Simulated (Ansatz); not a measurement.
The same path of AlClH₅NO (9 atoms, charge 0, multiplicity 1) was run twice with different band settings. Lost on the way: Al1–H2, O7–H9. Made: H2–H9.

Theory: RKS PBE0/6-31G* (Ansatz 0.2.0).

Relaxed end points:

```xyz
9
Properties=species:S:1:pos:R:3
Al 0.079 0.024 0.070
H -0.004 -0.791 1.437
N 1.570 0.013 -0.902
H 2.458 -0.330 -0.564
H 1.622 0.223 -1.889
Cl -1.725 0.239 -1.108
O -0.197 1.841 0.934
H -0.928 2.278 0.464
H -0.490 1.711 1.850
```

```xyz
9
Properties=species:S:1:pos:R:3
Al 0.092 0.642 -0.690
H -0.711 0.124 2.983
N 1.669 0.104 -1.255
H 1.821 -0.702 -1.843
H 2.540 0.559 -1.023
Cl -1.634 -0.403 -1.294
O -0.028 2.001 0.331
H -0.887 2.302 0.641
H -0.477 0.581 2.444
```

Common settings: spring 5.0 eV/Å²; optimiser quadratic models (default); start path through a guess of the saddle point; force threshold 0.05 eV/Å; end points relaxed.

| run | movable images | climbing image | iteration limit |
| --- | --- | --- | --- |
| 1 | 9 | yes | 43 |
| 2 | 4 | no | 60 |

Q: What does each run give, and how far can it be trusted?

A: Run 1: converged after 15 iterations, highest image 0.833 eV above the first end. Beside the main top the profile has a ripple of under 15 meV (maxima at images 2, 5), which may be a very shallow well or noise. A vibrational analysis at the climbing image gives one clearly imaginary mode, 1289i cm⁻¹: a first-order saddle point.
Run 2: converged after 24 iterations, highest image 0.139 eV above the first end. The profile has 2 maxima (images 1, 3) with wells between them (image 2): this band takes more than one step, which may be the mechanism or a detour left from its start path. No image climbed, so the highest image needn't sit at the top of the path. A band with more images between the same ends climbed to 0.83 eV, so this one has probably stepped over the top.
The orbitals stay closed-shell, which can raise the energy where a bond breaks towards radicals; this wasn't checked here.
